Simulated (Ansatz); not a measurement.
Consider the redistribution: `[CH3][V]([NH2])(=[O])[OH]` + `[CH3][AlH][O]C[SiH3]` → `[CH3][V]([CH3])(=[O])[OH]` + `[NH2][AlH][O]C[SiH3]`.

Computed with Ansatz on PBE0-D4/def2-TZVP structures; ΔE is electronic, products minus reactants. CCSD(T)/CBS adds triple-zeta CCSD(T) − MP2 to the extrapolated MP2 energy (def2 sets, frozen cores). DFT in def2-TZVPP. B3LYP here is the variant with VWN-RPA as its local correlation; programs differ in this. For V outer-core shells are correlated without core-valence functions, which leaves a few kJ/mol of doubt a bond. Scalar relativity is left out up to krypton. Each species was taken in one conformer, which may not be the lowest.

Problem. Is it downhill or uphill in electronic energy at CCSD(T)/CBS, and by how much? (Estimate.)

Solution. Ansatz gave: Uphill: ΔE = +32.1 kJ/mol.

Problem. What do these levels give: PBE-D4, B3LYP-D4, ωB97X-V, ωB97M-V, PBE, B3LYP, HF/def2-TZVPP, CCSD(T)/def2-TZVPP, HF/def2-QZVPP, SCS-MP2/def2-QZVPP, MP2/CBS(def2), CCSD/CBS(def2)? (Estimate.)

Solution. Computed: PBE-D4 41.5, B3LYP-D4 32.7, ωB97X-V 30.5, ωB97M-V 28.7, PBE 42.3, B3LYP 33.7, HF/def2-TZVPP 14.8, CCSD(T)/def2-TZVPP 33.3, HF/def2-QZVPP 13.2, SCS-MP2/def2-QZVPP 28.1, MP2/CBS(def2) 33.9, CCSD/CBS(def2) 23.4 kJ/mol.

Largest T1 diagnostic among the species: 0.032, so the coupled-cluster value is less sure than usual.

From PBE to PBE0 (25 % exact exchange), in def2-TZVPP and without D4, ΔE moves by −7.2 kJ/mol. In def2-TZVPP, CCSD(T) changes the Hartree–Fock value by +18.6 kJ/mol (the triples alone add +8.7 kJ/mol) and MP2 by +20.4 kJ/mol.
